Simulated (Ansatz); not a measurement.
C2H4OSi can be A, `C#CO[SiH3]`, or B, `O=C1C[SiH2]1`.

Calculated with Ansatz (gas phase, PBE0-D4/def2-TZVP geometries, no zero-point term in ΔE). CCSD(T)/CBS adds triple-zeta CCSD(T) − MP2 to the extrapolated MP2 energy (def2 sets, frozen cores). Functionals use def2-TZVPP. B3LYP here is the variant with VWN-RPA as its local correlation; programs differ in this.

(1) Which is lower in electronic energy at CCSD(T)/CBS, and by how much? (Estimate.)

(2) Give E(B) − E(A) in kJ/mol with B3LYP-D4, CCSD(T)/def2-SVP, LDA (SPW92), HF/def2-TZVPP, PBE0-D4, r2SCAN-D4, PBE-D4. (An estimate is asked.)

(3) Does the order hold for the free energy at 298.15 K (harmonic terms from PBE0-D4)? (Estimate.)

Largest T1 diagnostic: 0.017.

## Answers

(1) Computed: A, by 55.3 kJ/mol.

(2) Computed: B3LYP-D4 49.4, CCSD(T)/def2-SVP 38.4, LDA (SPW92) 5.7, HF/def2-TZVPP 97.9, PBE0-D4 22.1, r2SCAN-D4 26.6, PBE-D4 8.2. None reverses the order clearly.

(3) Ansatz gave: Yes: G(B) − G(A) = +58.9 kJ/mol.

From r2SCAN to r2SCAN0 (25 % exact exchange), in def2-TZVPP and without D4, E(B) − E(A) moves by +9.8 kJ/mol. In def2-TZVPP, CCSD(T) changes the Hartree–Fock value by −44.9 kJ/mol (the triples alone add −7.7 kJ/mol) and MP2 by −36.7 kJ/mol.
